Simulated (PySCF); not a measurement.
TDDFT excited states: C9H21ClS2Si

Compound: MeSiCl(SBu)2, C9H21ClS2Si.
InChI=1S/C9H21ClS2Si/c1-4-6-8-11-13(3,10)12-9-7-5-2/h4-9H2,1-3H3

The calculation used PySCF 2.14.0, density-fitted response routines, TDDFT wB97X-D/def2-SVPD, vertical, gas phase, core orbitals frozen in the response. Isolated species at its PBE0-D3(BJ)/def2-SVP geometry (one conformer only).

```tsv
state	E (eV)	λ (nm)	f	|μ| (D)	main configurations (H = HOMO, L = LUMO)
S1	5.76	215.3	0.011	0.71	H→L (26%), H-1→L+1 (26%), H-1→L (18%)
S2	5.80	213.8	0.012	0.74	H→L (26%), H-1→L (25%), H→L+1 (22%)
S3	6.44	192.5	0.0029	0.34	H→L+1 (48%), H-1→L (19%)
S4	6.66	186.2	0.089	1.88	H-1→L+1 (37%), H→L (18%), H-1→L (13%)
S5	6.92	179.1	0.036	1.18	H-1→L+2 (41%), H→L+2 (15%), H-1→L+3 (8%)
S6	7.01	176.9	0.022	0.90	H→L+3 (45%), H-1→L+3 (14%)
S7	7.35	168.7	0.0071	0.51	H→L+4 (24%), H-1→L+4 (23%)
S8	7.40	167.6	0.0040	0.38	H-2→L (25%), H→L+2 (18%), H-1→L+4 (8%)
S9	7.45	166.4	0.039	1.17	H-2→L (28%), H→L+2 (19%), H-1→L+2 (8%)
S10	7.56	164.1	0.020	0.84	H→L+5 (13%), H-2→L+1 (10%), H→L+4 (10%)
```

Triplets, Tamm–Dancoff:

```json
{"state": "T1", "E (eV)": "5.39", "λ (nm)": "229.8", "main configurations (H = HOMO, L = LUMO)": "H→L (31%), H-1→L+1 (24%), H-1→L (13%)"}
{"state": "T2", "E (eV)": "5.48", "λ (nm)": "226.2", "main configurations (H = HOMO, L = LUMO)": "H-1→L (25%), H→L+1 (23%), H→L (20%)"}
{"state": "T3", "E (eV)": "6.04", "λ (nm)": "205.2", "main configurations (H = HOMO, L = LUMO)": "H→L+1 (20%), H-1→L+1 (18%), H→L (17%)"}
{"state": "T4", "E (eV)": "6.17", "λ (nm)": "200.8", "main configurations (H = HOMO, L = LUMO)": "H-1→L (28%), H-1→L+1 (20%), H→L+1 (14%)"}
```

The lowest singlet comes at 215 nm (556 kJ/mol) in the ultraviolet; it is weak; its leading configuration is HOMO→LUMO (26%). The most intense listed level is S4 at 6.66 eV (186 nm, f = 0.089), 0.90 eV above S1. Löwdin shares by element: HOMO sulfur 75%, carbon 6% or more, silicon 4%; LUMO sulfur 49%, silicon 13%, carbon 5% or more (atoms not listed hold the other 33%). The listed states span 1.80 eV, and the widest gap between neighbours is 0.64 eV (S2 to S3). The oscillator strengths of these states sum to 0.243; summed over the whole spectrum of an exact calculation they would give the number of electrons, 138 (Thomas–Reiche–Kuhn). Orbital energies (eV): HOMO-3 -10.53, HOMO-2 -10.11, HOMO-1 -8.95, HOMO -8.83, LUMO 1.62, LUMO+1 1.77, LUMO+2 1.98. No computed singlet lies in the visible range (380 to 750 nm); the lowest, at 215 nm, stands 2.50 eV above its violet end (3.26 eV). Singlets were solved by full linear response, triplets in the Tamm–Dancoff approximation.

The run took 5.6 min wall, 12 min CPU on Intel Xeon Platinum 8259CL at 2.50 GHz, 2 threads, no GPU, shared host with 96 logical CPUs at a one-minute load of 77, and the process peaked at 4.0 GiB of memory.
